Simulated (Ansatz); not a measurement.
Species: sum formula CrO2H2 (charge 0, quintet). The spin state was set by rule; other spins were not relaxed. 
Coordinates optimised at B3LYP-D3(BJ)/def2-TZVP (Ansatz, a quantum-chemistry and plane-wave program):
SMILES: [OH][Cr][OH]
```xyz
5

Cr     0.1395    -0.0061     0.1713
O      1.1856     0.1576    -1.2959
H      1.3759     0.9365    -1.8246
O     -1.5010    -0.2976     0.8766
H     -2.2019     0.3303     1.0686
```
Charge 0, spin multiplicity 5.

Total electronic energies in hartree. Cores are frozen in the correlated levels unless marked. UHF or UKS for open shells. No spin-orbit coupling. Frozen are the shells of the preceding noble gas and the d and f shells that filled before the atom's block. No relativistic terms. Basis-set limits of correlation are two-point, X^-3; Hartree-Fock from the larger set. [CCSD(T)-MP2]/basis is that difference in the basis named.

```json
[
 {"level": "HF/6-31G*", "program": "Ansatz", "energy (Eh)": "-1194.15820"},
 {"level": "HF/def2-SVPD", "program": "Ansatz", "energy (Eh)": "-1194.03140"},
 {"level": "PBE-D3(BJ)/def2-TZVPD", "program": "Ansatz + dftd3", "energy (Eh)": "-1195.86942"},
 {"level": "BLYP/def2-TZVPD", "program": "Ansatz", "energy (Eh)": "___"},
 {"level": "revPBE-D3(BJ)/def2-TZVPD", "program": "Ansatz + dftd3", "energy (Eh)": "-1196.11285"},
 {"level": "r2SCAN0-D4/def2-TZVPD", "program": "Ansatz + dftd4", "energy (Eh)": "-1196.09787"},
 {"level": "LC-wPBE-D4/def2-TZVPD", "program": "Ansatz + dftd4", "energy (Eh)": "___"},
 {"level": "B2GP-PLYP-D4/def2-TZVPD", "program": "Ansatz + dftd4", "energy (Eh)": "-1195.74858"},
 {"level": "B2PLYP-D3(BJ)/def2-TZVPD", "program": "Ansatz + dftd3", "energy (Eh)": "-1195.87759"},
 {"level": "B2PLYP-D4/def2-TZVPD", "program": "Ansatz + dftd4", "energy (Eh)": "-1195.87721"},
 {"level": "SCS-MP2/STO-3G", "program": "Ansatz", "energy (Eh)": "-1181.36041"},
 {"level": "SCS-MP2/def2-TZVPPD", "program": "Ansatz", "energy (Eh)": "-1194.92317"},
 {"level": "CCSD(T)/def2-SVP", "program": "Ansatz", "energy (Eh)": "-1194.49475"},
 {"level": "CCSD(T)/def2-TZVPPD", "program": "Ansatz", "energy (Eh)": "-1195.00827"},
 {"level": "RI-MP2/CBS(def2-TZVPPD,def2-QZVPPD)+[CCSD(T)-MP2]/def2-TZVPPD", "program": "Ansatz", "energy (Eh)": "-1195.1178"}
]
```

Problem. Complete the blanks.

Solution. 
- BLYP/def2-TZVPD, energy (Eh): -1196.27808
- LC-wPBE-D4/def2-TZVPD, energy (Eh): -1195.97564
